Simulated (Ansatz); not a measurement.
GaPH₃F₃⁺, that is Ga(PH3)F3 with one electron fewer. Total charge 1; doublet. Geometry PBE0-D4/def2-SVP.

```xyz
8

Ga   -0.052    0.728   -2.109
P    -0.161   -0.578    1.730
H     0.547   -1.705    1.277
H    -0.924   -0.937    2.869
H     0.721    0.462    2.076
F    -0.344   -0.595   -3.153
F     0.099    0.204   -0.398
F     0.113    2.420   -2.293
```

In the doublet geometry the species has come apart into loosely held pieces.

Task: Estimate the α-spin orbital energies around the gap (eV) in Ansatz with PBE-D4/def2-TZVP, PBE0-D4/def2-TZVP.

Result: 
| orbital | PBE-D4/def2-TZVP | PBE0-D4/def2-TZVP |
| --- | --- | --- |
| HOMO−5 | -14.70 | -16.58 |
| HOMO−4 | -14.17 | -16.13 |
| HOMO−3 | -13.89 | -15.86 |
| HOMO−2 | -13.77 | -15.74 |
| HOMO−1 | -13.68 | -15.68 |
| HOMO | -12.78 | -14.21 |
| LUMO | -7.61 | -6.50 |
| LUMO+1 | -6.25 | -5.30 |
| LUMO+2 | -6.09 | -5.16 |
| LUMO+3 | -5.71 | -4.77 |
| LUMO+4 | -5.49 | -4.47 |
| LUMO+5 | -3.08 | -2.15 |
| β HOMO | -13.67 | -15.67 |
| β LUMO | -11.06 | -9.99 |
